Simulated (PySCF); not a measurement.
# Two-component Hartree-Fock for Gd⁵⁵⁺ (gadolinium, charge +55)

Start: [He] 2s2 2p5; 2p1/2 filled at m_j = +1/2; 2p3/2 filled at m_j = -3/2, -1/2, +1/2, +3/2. Calculated with PySCF 2.14 in an uncontracted even-tempered set (17 s from 36 bohr⁻², ratio 2.4; 13 p from 46 bohr⁻², ratio 2.4; 5 d from 160 bohr⁻², ratio 2.6; 4 f from 240 bohr⁻², ratio 2.6): generalised Hartree-Fock with the X2C-1e Hamiltonian and a Gaussian nucleus; one run each with spin-orbit coupling (SO) screened by Boettger's factors, then bare. This is a chosen level, not necessarily the ground level.

```tsv
spinor shell	electrons	ε, screened SO (eV)	ε, bare SO (eV)	weight of nominal j (bare SO)	rms radius, bare SO (bohr)
1s1/2	2	-55134.1	-55134.4	1.000	0.0249
2s1/2	2	-12657.5	-12657.6	1.000	0.0983
2p1/2	1	-12333.1	-12352.4	1.000	0.0836
2p3/2	4	-11579.4	-11572.9	1.000	0.0897
```

```
   quantity  screened SO      bare SO
E (hartree)  -7601.60128  -7601.32504
        M_J          1/2          1/2
       ⟨J²⟩        0.750        0.750
       ⟨L²⟩        2.009        2.010
       ⟨S²⟩        0.759        0.760
```

Each row is a mean over spinors that exchange with the open shell spreads, by up to 18.092 eV (2p3/2).

Breit and QED terms are absent; they matter most for the inner s and p1/2 levels.

Densities and radii are taken from the X2C orbitals without a picture-change correction, which distorts them close to the nucleus.
